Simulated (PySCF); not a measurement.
# Ionisation energy of Zr³⁴⁺ by level of theory

Zr³⁴⁺ [He] 2s2 2p2 (3P) → Zr³⁵⁺ [He] 2s2 2p1 (2P), as a difference of total energies. Calculation: PySCF 2.14, in an uncontracted even-tempered set (19 s from 12 bohr⁻², ratio 2.2; 12 p from 15 bohr⁻², ratio 2.2; 6 d from 61 bohr⁻², ratio 2.4; 5 f from 92 bohr⁻², ratio 2.4; 4 g from 140 bohr⁻², ratio 2.4); the spin-free X2C one-electron Hamiltonian (Gaussian nucleus). Correlated levels: nothing frozen; virtual orbitals above 40 to 60 times the deepest correlated orbital energy dropped. The calculations carry no spin-orbit coupling.

| method | ionisation energy (eV) |
| --- | --- |
| UHF | 4515.8 |
| LDA | 4512.7 |
| PBE | 4514.9 |
| PBE0 | 4515.4 |
| r2SCAN | 4518.0 |
| B3LYP | 4516.2 |
| BP86 | 4515.7 |
| MP2 (all electrons) | 4515.4 |
| SCS-MP2 (all electrons) | 4515.0 |

Spin-orbit coupling is strong in these open shells (close to jj coupling). The scalar numbers leave it out and a first-order estimate fails, so it can dominate the gap to the real levels.

For this ion Breit and QED terms and the two-electron picture change, all absent here, outweigh the differences among the correlated methods.

For comparison: 4553 ± 5 eV (semi-empirical (NIST evaluation); NIST Atomic Spectra Database, ionization energies).
